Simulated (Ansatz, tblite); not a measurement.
Removing and adding an electron: `FC(F)(F)c1cnc(-c2cnc(-c3cnc(-c4cnc(C(F)(F)F)s4)s3)s2)s1`. The state is a singlet with charge 0. Geometry: r2SCAN-D4/def2-SVP. Ansatz, gas phase; energy differences of separate SCF runs; the oxidised species was run as a doublet alone; the reduced species was run as a doublet alone.

```xyz
32

F     6.5602    2.8197   -4.9544
C     6.0281    3.6632   -4.0533
F     7.0191    4.1017   -3.2637
F     5.5515    4.7148   -4.7414
C     4.9675    3.0067   -3.2348
C     4.9450    2.8336   -1.8685
N     3.8535    2.1982   -1.3725
C     3.0171    1.8682   -2.3312
C     1.7698    1.1833   -2.1187
C     0.8014    0.7760   -3.0295
N    -0.2757    0.1475   -2.5176
C    -0.1851    0.0416   -1.2045
C    -1.2013   -0.5892   -0.4033
C    -2.3834   -1.1597   -0.8691
N    -3.1923   -1.6980    0.0653
C    -2.6886   -1.5707    1.2745
C    -3.3487   -2.0583    2.4608
C    -4.5757   -2.7102    2.5111
N    -4.9955   -3.0766    3.7474
C    -4.1302   -2.7301    4.6556
C    -4.2965   -2.9893    6.1306
F    -5.4307   -3.6313    6.3776
F    -3.2751   -3.7247    6.6036
F    -4.2979   -1.8355    6.8209
S    -2.7046   -1.9124    4.0656
S    -1.1307   -0.7551    1.3234
S     1.2721    0.7351   -0.5158
S     3.5420    2.3359   -3.9458
H     5.7383    3.1749   -1.2000
H     0.8734    0.9399   -4.1088
H    -2.6505   -1.1787   -1.9277
H    -5.1763   -2.9205    1.6244
```

The xTB rows come from tblite. Single mean-field runs in def2-TZVP are fitted with def2-universal-jkfit.

```
            level  −HOMO (eV)  vertical IE (eV)  −LUMO (eV)  vertical EA (eV)  HOMO–LUMO gap (eV)  IE − EA (eV)
         GFN1-xTB       11.50             13.36        9.69              7.86                1.81          5.50
PBE0-D4/def2-TZVP        6.56              7.74        3.25              2.15                3.31          5.59
```

**Question.** Estimate the rows for GFN2-xTB, PBE-D4/def2-TZVP.

**Answer.** 
| level | −HOMO (eV) | vertical IE (eV) | −LUMO (eV) | vertical EA (eV) | HOMO–LUMO gap (eV) | IE − EA (eV) |
| --- | --- | --- | --- | --- | --- | --- |
| GFN2-xTB | 11.24 | 13.05 | 9.42 | 7.69 | 1.82 | 5.36 |
| PBE-D4/def2-TZVP | 5.75 | 7.49 | 3.82 | 2.20 | 1.93 | 5.29 |

 Raw xTB energy differences between charge states are shifted by several eV; the methods need an empirical correction for them. Sets without diffuse functions give affinities that are too small.
